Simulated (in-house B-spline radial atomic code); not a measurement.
## Ionising V V (V4+) with different functionals

Computed with a radial B-spline atomic code at the basis-set limit: four-component Dirac-Coulomb Hamiltonian, Fermi nucleus of rms radius 3.6002 fm, spin-restricted, spherical fractional occupations for the functionals. The ionisation energy is the difference of two self-consistent energies, [Ar] 3d1 → [Ne] 3s2 3p6, without Breit or QED terms; ε is the level of the shell that loses the electron (mean over j). The electron is taken from both j subshells in proportion to 2j + 1, so the result is a j average, not the step between ground levels.

Hybrids are left out here: with spherical fractional occupations of an open shell their exact exchange keeps a self-interaction that integer-occupation calculations don't have.

```tsv
method	rung	ΔSCF (eV)	-ε(3d) (eV)
LDA VWN5	LDA	?	?
relativistic LDA	LDA	65.54	55.48
LDA PW92	LDA	65.51	55.45
LDA exchange-only	LDA	63.69	53.69
PBE	GGA	65.22	55.18
PBEsol	GGA	65.19	55.14
BLYP	GGA	65.20	55.15
RPBE	GGA	65.14	55.11
PW91	GGA	?	?
BP86	GGA	65.27	55.22
AM05	GGA	65.20	55.15
OLYP	GGA	65.43	55.37
```

Task: What does PW91 give?

Result: ΔSCF 65.36 eV, and -ε(3d) = 55.32 eV.

Task: What does LDA VWN5 give?

Result: ΔSCF 65.52 eV, and -ε(3d) = 55.46 eV.

Task: How do they compare with the NIST value?

Result: NIST lists 65.282 eV (measured, ground level to ground level). Errors run from -1.59 to +0.26 eV; BP86 is closest (-0.01 eV), but part of that can be cancellation, since the calculations leave out Breit-QED terms, spin polarisation, the choice among j levels, multiplet and fine-structure energies.
